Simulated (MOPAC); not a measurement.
A run for MOPAC: PM6 on C2H4Si (SMILES C#C[SiH3]), a point of a bond scan (R = 1.862 Å).

```
PM6 1SCF PRECISE CHARGE=0 THREADS=1
C2H4Si

Si    -0.94557569 1    -0.07811079 1    -0.46973009 1
C      0.68460242 1     0.05655268 1     0.34008738 1
C      1.76130898 1     0.14549575 1     0.87495887 1
H     -1.05376220 1     0.95013135 1    -1.52668239 1
H     -1.08493276 1    -1.42239361 1    -1.06941143 1
H     -2.01018489 1     0.12953739 1     0.53507032 1
H      3.42409269 1     0.28285266 1     1.70097369 1
```

Program output:

```
*******************************************************************************
 **                                                                           **
 **                              MOPAC v23.2.5                                **
 **                                                                           **
 *******************************************************************************
 ** MOPAC's Digital Object Identifier: https://doi.org/10.5281/zenodo.6511958 **
 **                                                                           **
 ** Please cite the open-source release paper for use of this MOPAC version:  **
 ** J. E. Moussa and J. J. P. Stewart (2026)                                  **
 ** MOPAC: An open-source semiempirical molecular orbital program             **
 ** J. Open Source Softw., 11(119), 8025, https://doi.org/10.21105/joss.08025 **
 *******************************************************************************

                              PM6 CALCULATION RESULTS

 *******************************************************************************
 *  PM6        - The PM6 Hamiltonian to be used
 *
 *
 *
 *                 CHARGE ON SYSTEM = 0
 *
 *
 *
 *  PRECISE    - TIGHTER CRITERIA TO BE USED
 *  1SCF       - DO 1 SCF AND THEN STOP
 *  THREADS=1  - MULTI-THREADING NOT USED
 *  T=         - A TIME OF 172800.0 SECONDS REQUESTED
 *  DUMP=N     - RESTART FILE WRITTEN EVERY 7200.0 SECONDS REQUESTED
 *******************************************************************************
PM6 1SCF PRECISE CHARGE=0 THREADS=1
 C2H4Si

   ATOM   CHEMICAL          X               Y               Z
  NUMBER   SYMBOL      (ANGSTROMS)     (ANGSTROMS)     (ANGSTROMS)

     1      Si         -0.94557569  *  -0.07811079  *  -0.46973009  *
     2       C          0.68460242  *   0.05655268  *   0.34008738  *
     3       C          1.76130898  *   0.14549575  *   0.87495887  *
     4       H         -1.05376220  *   0.95013135  *  -1.52668239  *
     5       H         -1.08493276  *  -1.42239361  *  -1.06941143  *
     6       H         -2.01018489  *   0.12953739  *   0.53507032  *
     7       H          3.42409269  *   0.28285266  *   1.70097369  *



          CARTESIAN COORDINATES

    NO.       ATOM           X           Y           Z

     1        Si         -0.9456     -0.0781     -0.4697
     2         C          0.6846      0.0566      0.3401
     3         C          1.7613      0.1455      0.8750
     4         H         -1.0538      0.9501     -1.5267
     5         H         -1.0849     -1.4224     -1.0694
     6         H         -2.0102      0.1295      0.5351
     7         H          3.4241      0.2829      1.7010

 General Reference for PM6:
 "Optimization of Parameters for Semiempirical Methods V: Modification of NDDO Approximations
 and Application to 70 Elements", J. J. P. Stewart, J. Mol. Mod., 13, 1173-1213 (2007)
 URL: https://link.springer.com/article/10.1007/s00894-007-0233-4

           Empirical Formula: C2 H4 Si  =     7 atoms



      MOLECULAR POINT GROUP   :   C3v


      RHF CALCULATION, NO. OF DOUBLY OCCUPIED LEVELS = 8


 -------------------------------------------------------------------------------
 PM6 1SCF PRECISE CHARGE=0 THREADS=1
 C2H4Si



     1SCF WAS SPECIFIED, SO BFGS WAS NOT USED
     SCF FIELD WAS ACHIEVED


                              PM6 CALCULATION
                                                       MOPAC v23.2.5 Linux




          FINAL HEAT OF FORMATION =        147.40289 KCAL/MOL =     616.73367 KJ/MOL


          COSMO AREA              =        114.48 SQUARE ANGSTROMS
          COSMO VOLUME            =         98.96 CUBIC ANGSTROMS

          IONIZATION POTENTIAL    =         10.441592 EV
          HOMO LUMO ENERGIES (EV) =        -10.442 -0.238
          NO. OF FILLED LEVELS    =          8
          MOLECULAR WEIGHT        =         56.1391         POINT GROUP:  C3v

          MOLECULAR DIMENSIONS (Angstroms)

            Atom       Atom       Distance
            H     7    H     5     5.56005
            H     6    H     4     2.41639
            H     4    H     5     2.02571


          SCF CALCULATIONS        =          1





   ATOM   CHEMICAL          X               Y               Z
  NUMBER   SYMBOL      (ANGSTROMS)     (ANGSTROMS)     (ANGSTROMS)

     1      Si         -0.94557569  *  -0.07811079  *  -0.46973009  *
     2       C          0.68460242  *   0.05655268  *   0.34008738  *
     3       C          1.76130898  *   0.14549575  *   0.87495887  *
     4       H         -1.05376220  *   0.95013135  *  -1.52668239  *
     5       H         -1.08493276  *  -1.42239361  *  -1.06941143  *
     6       H         -2.01018489  *   0.12953739  *   0.53507032  *
     7       H          3.42409269  *   0.28285266  *   1.70097369  *

                             CARTESIAN COORDINATES

   1   Si       -0.945575690    -0.078110790    -0.469730090
   2    C        0.684602420     0.056552680     0.340087380
   3    C        1.761308980     0.145495750     0.874958870
   4    H       -1.053762200     0.950131350    -1.526682390
   5    H       -1.084932760    -1.422393610    -1.069411430
   6    H       -2.010184890     0.129537390     0.535070320
   7    H        3.424092690     0.282852660     1.700973690


           Empirical Formula: C2 H4 Si  =     7 atoms



      MOLECULAR POINT GROUP   :   C3v


                  EIGENVALUES
 -25.03712 -19.11531 -14.16564 -11.68496 -11.68496 -11.04813 -10.44159 -10.44159
  -0.23838   0.81161   1.10796   1.10796   1.62488   1.62488   3.28185   3.30416
   3.30416   4.96000   4.96000   5.01281   7.86780


              NET ATOMIC CHARGES AND DIPOLE CONTRIBUTIONS

  ATOM NO.   TYPE          CHARGE      No. of ELECS.   s-Pop       p-Pop       d-Pop
    1         Si           0.229769        3.7702     1.20005     1.98789     0.58229
    2          C          -0.394655        4.3947     1.20177     3.19288
    3          C          -0.148969        4.1490     1.31066     2.83831
    4          H          -0.001992        1.0020     1.00199
    5          H          -0.001992        1.0020     1.00199
    6          H          -0.001992        1.0020     1.00199
    7          H           0.319831        0.6802     0.68017
 DIPOLE           X         Y         Z       TOTAL
 POINT-CHG.     1.698     0.140     0.844     1.901
 HYBRID         0.850     0.070     0.422     0.952
 SUM            2.548     0.211     1.266     2.853


          ATOMIC ORBITAL ELECTRON POPULATIONS

     Atom    s        px        py        pz      x^2-y^2     xz        z^2       yz        xy
    1 Si   1.20005   0.57036   0.72778   0.68975   0.17212   0.16297   0.03716   0.17537   0.03468
    2  C   1.20177   1.07396   1.05747   1.06145
    3  C   1.31066   1.01460   0.89773   0.92597
    4  H   1.00199
    5  H   1.00199
    6  H   1.00199
    7  H   0.68017

 **********************
 *                    *
 * JOB ENDED NORMALLY *
 *                    *
 **********************




 == MOPAC DONE ==
```

The run finished.

Cost: around 0.010 core-seconds (rough).
